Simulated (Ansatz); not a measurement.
Reaction (ligand exchange at the Si–N bond): `N[SiH2][NH][GeH2][NH2]` + H–F → `N[SiH2]F` + `[NH2][GeH2][NH2]`

Program: Ansatz. Geometries: PBE0-D4/def2-TZVP. ΔE: electronic, gas phase. CBS: MP2 limit from def2 TZ/QZ plus the TZ coupled-cluster correction, frozen cores. This one scheme is used for every species. Functionals use def2-TZVPP. B3LYP here is the variant with VWN-RPA as its local correlation; programs differ in this. For Ge outer-core shells are correlated without core-valence functions, which leaves a few kJ/mol of doubt a bond. Scalar relativity is left out up to krypton. One conformer a species, not always the lowest.

Task: Is it downhill or uphill in electronic energy at CCSD(T)/CBS, and by how much? (Estimate.)

Result: Ansatz gave: Downhill: ΔE = -77.1 kJ/mol.

Task: What do these levels give: PBE-D4, PBE0-D4, ωB97X-V, PBE, r2SCAN, PBE0, B3LYP, MP2/def2-TZVPP, SCS-MP2/def2-TZVPP, CCSD/def2-TZVPP, HF/CBS(def2), CCSD/CBS(def2)? (Estimate.)

Result: Ansatz gave: PBE-D4 -77.4, PBE0-D4 -76.4, ωB97X-V -84.1, PBE -85.3, r2SCAN -87.8, PBE0 -83.6, B3LYP -95.1, MP2/def2-TZVPP -74.8, SCS-MP2/def2-TZVPP -80.5, CCSD/def2-TZVPP -80.3, HF/CBS(def2) -100.5, CCSD/CBS(def2) -80.5 kJ/mol.

Largest T1 diagnostic among the species: 0.011.

In def2-TZVPP, CCSD(T) changes the Hartree–Fock value by +22.0 kJ/mol (the triples alone add +3.3 kJ/mol) and MP2 by +24.2 kJ/mol. The D4 term adds +12.4 kJ/mol with B3LYP and +7.2 kJ/mol with PBE0; it sums over pairs of atoms, weighted by their polarisabilities, and B3LYP, whose exchange is more repulsive, gets the larger term.
